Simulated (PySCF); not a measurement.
# Electron correlation in Cr⁺ (chromium, charge +1)

[Ar] 3d4 4p1, one real determinant (an excited configuration). Computed with PySCF 2.14 in ANO-RCC-VTZP, with the spin-free X2C one-electron Hamiltonian (Gaussian nucleus). Frozen: [Ne]; 13 electrons correlated.

| level | correlation energy (mhartree) |
| --- | --- |
| CCSD | -390.84 |
| (T) | -7.79 |
| CCSD(T) | -398.63 |

Diagnostics: T1 = 0.0094, D1 = 0.0347, largest double amplitude 0.028.

**Question.** Is a single reference adequate?

**Answer.** Yes: T1 lies below 0.03 and no double amplitude reaches 0.07.

The basis was made for the ground configuration and has no added diffuse functions, which can raise the energy of the promoted electron.

The reference is one real determinant that mixes LS terms of this configuration.
